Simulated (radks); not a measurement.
Initial-state core-level shifts of the aluminium ion Al+ when its valence configuration changes from [Ne] 3s2. Method: scalar-relativistic Kohn-Sham, PBE, spin-unpolarised, spherical densities, point nucleus; computed with a radial shooting solver on a logarithmic mesh with Libxc functionals. Shifts are changes of the shell-averaged eigenvalues in eV (positive: less bound).

3s1 3p1: 1s -1.780; 2s -1.737; 2p -1.723
3s1.5 3p0.5: 1s -0.903; 2s -0.881; 2p -0.874
3s0.5 3p1.5: 1s -2.634; 2s -2.572; 2p -2.550
3p2: 1s -3.467; 2s -3.386; 2p -3.357
